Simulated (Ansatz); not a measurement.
Task: Name a neutral molecule of Al, C, F, O and H with HOMO energy (PBE/def2-TZVPP) between -5.15 and -4.85 eV and LUMO energy (PBE/def2-TZVPP) between -2.05 and -1.75 eV (Ansatz, PBE0-D4/def2-TZVP geometry).

Result: `[OH][Al]1[CH2][CH]1F` (-5.13 eV, -1.93 eV). Other molecules can fit too; these were computed, each in one conformer that needn't be the lowest.
